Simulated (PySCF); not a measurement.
Compound: C₃H₆BFO₂.
SMILES with atom numbers: `[F:1][C@@H:2]1[CH2:3][CH2:4][O:5][BH:6][O:7]1` (hydrogens: H8 on C2; H9, H10 on C3; H11, H12 on C4; H13 on B6)

Level of theory: PBE0-D3(BJ)/def2-SVP geometry optimisation, gas phase (PySCF).

(1) List the bond lengths, angles and torsions at this level.

Results:

(1) 
| bond | length (Å) |
| --- | --- |
| F1–C2 | 1.373 |
| C2–C3 | 1.514 |
| C3–C4 | 1.516 |
| C4–O5 | 1.414 |
| O5–B6 | 1.352 |
| B6–O7 | 1.373 |
| C2–O7 | 1.384 |
| C2–H8 | 1.102 |
| C3–H9 | 1.102 |
| C3–H10 | 1.100 |
| C4–H11 | 1.100 |
| C4–H12 | 1.103 |
| B6–H13 | 1.203 |

A selection of angles:
| angle | degrees |
| --- | --- |
| F1–C2–C3 | 108.4 |
| F1–C2–O7 | 108.5 |
| F1–C2–H8 | 107.2 |
| C3–C2–O7 | 111.6 |
| C3–C2–H8 | 112.9 |
| O7–C2–H8 | 107.9 |
| C2–C3–C4 | 108.9 |
| C2–C3–H9 | 108.9 |
| C2–C3–H10 | 109.6 |
| C4–C3–H9 | 110.9 |
| C4–C3–H10 | 110.7 |
| H9–C3–H10 | 107.9 |
| C3–C4–O5 | 111.2 |
| C3–C4–H11 | 111.2 |
| C3–C4–H12 | 109.8 |
| O5–C4–H11 | 107.9 |
| O5–C4–H12 | 108.8 |
| H11–C4–H12 | 107.9 |
| C4–O5–B6 | 120.4 |
| O5–B6–O7 | 122.6 |
| O5–B6–H13 | 119.2 |
| O7–B6–H13 | 118.1 |
| C2–O7–B6 | 120.1 |

Dihedral angles: F1–C2–C3–C4 -65° (synclinal); C2–C3–C4–O5 -52° (synclinal); C3–C4–O5–B6 27° (synperiplanar); C4–O5–B6–O7 -1° (synperiplanar); O5–B6–O7–C2 2° (synperiplanar); F1–C2–O7–B6 89° (synclinal).

The 6-membered ring C2–C3–C4–O5–B6–O7 has internal angles of 108.9° to 122.6°; it is puckered, 0.19 Å rms from its mean plane, widest ring torsion 54°. The B–O distances run from 1.352 Å (O5–B6, drawn single) to 1.373 Å (B6–O7, drawn single), a spread of 0.021 Å. The C–O distances run from 1.384 Å (C2–O7, drawn single) to 1.414 Å (C4–O5, drawn single), a spread of 0.030 Å. B6 (three-coordinate boron) is planar (angles 122.6°, 119.2° and 118.1°, sum 360.0°, 0.01 Å off the plane of its three neighbours). Of the pairs four or more bonds apart, F1···H12 is among the closest relative to their van der Waals radii: 2.60 Å, 97 % of the sum of Bondi's values.

Point group: C1 (no symmetry element, even within 0.4 Å). No PBE0-D3(BJ)/def2-SVP frequencies stand behind this structure, so it isn't proved a minimum. One conformer, not necessarily the lowest.
